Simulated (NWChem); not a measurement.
Species: Cl2 anion, doublet

All runs: NWChem. Spin-unrestricted. All runs use the structure optimised with B3LYP/def2-SVPD, spin-unrestricted. No stability test was run on the SCF state. Level: PBE/aug-cc-pVDZ with SMD (1 M gas to 1 M solution), gas-phase geometry. Reactions with the solvent are ignored.

For solvent chloroform:

```yaml
solvation free energy (kcal/mol): -46.7
```

Question: What are these values for solvent 1-propanol?

Answer: The solvation free energy (kcal/mol) is -55.6.
